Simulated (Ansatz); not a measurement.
CH₈O₂Si₂, SMILES `CO[SiH2][SiH2]O`, relaxed with RKS PBE-D4/def2-SVP in Ansatz 0.2.0 from a rough embedded geometry. The force threshold is 0.03 eV/Å; the program also tests the step.

The species carries charge 0 and has multiplicity 1.

Start:

```xyz
13

C    -1.152    1.220    1.355
O    -1.438    0.519    0.108
Si   -0.728   -1.002   -0.090
Si    1.315   -0.789   -1.246
O     2.243    0.421   -0.556
H    -0.089    1.402    1.433
H    -1.508    0.671    2.228
H    -1.654    2.183    1.306
H    -1.688   -1.843   -0.948
H    -0.474   -1.652    1.192
H     1.068   -0.368   -2.668
H     2.027   -2.088   -1.266
H     2.078    1.327   -0.846
```

| step | energy (eV) | largest force (eV/Å) | largest move (Å) |
| --- | --- | --- | --- |
| 1 | -20994.7680 | 1.412 | 0.000 |
| 2 | -20994.9103 | 0.803 | 0.152 |
| 3 | -20994.9404 | 0.290 | 0.153 |
| 4 | -20994.9542 | 0.148 | 0.061 |
| 5 | -20994.9641 | 0.106 | 0.110 |
| 6 | -20994.9660 | 0.057 | 0.032 |
| 7 | -20994.9670 | 0.030 | 0.031 |
| 8 | -20994.9674 | 0.038 | 0.031 |
| 9 | -20994.9675 | 0.064 | 0.032 |
| 10 | -20994.9681 | 0.022 | 0.030 |
| 11 | -20994.9686 | 0.064 | 0.057 |
| 12 (rejected) | -20994.9663 | 0.445 | 0.106 |
| 13 | -20994.9687 | 0.100 | 0.053 |
| 14 | -20994.9737 | 0.095 | 0.100 |
| 15 (rejected) | -20994.9624 | 0.874 | 0.147 |
| 16 | -20994.9777 | 0.110 | 0.074 |
| 17 | -20994.9809 | 0.273 | 0.073 |
| 18 | -20994.9901 | 0.132 | 0.113 |
| 19 | -20994.9966 | 0.100 | 0.169 |
| 20 (rejected) | -20994.9774 | 1.294 | 0.200 |
| 21 | -20995.0034 | 0.077 | 0.100 |
| 22 | -20995.0063 | 0.051 | 0.100 |
| 23 | -20995.0067 | 0.228 | 0.091 |
| 24 | -20995.0073 | 0.056 | 0.012 |
| 25 | -20995.0075 | 0.019 | 0.011 |

End:

```xyz
13

C    -1.129    1.251    1.187
O    -1.662    0.256    0.327
Si   -0.810   -1.151   -0.041
Si    1.174   -0.616   -1.202
O     1.973    0.511   -0.214
H    -0.093    1.544    0.903
H    -1.110    0.910    2.249
H    -1.780    2.148    1.129
H    -1.716   -1.970   -0.915
H    -0.484   -1.942    1.207
H     0.860   -0.021   -2.557
H     2.021   -1.844   -1.457
H     2.757    0.925   -0.616
```

Hardware: 4 threads of an Arm Neoverse V2 on a shared host. Wall time 30 s, peak host memory 0.16 GiB.
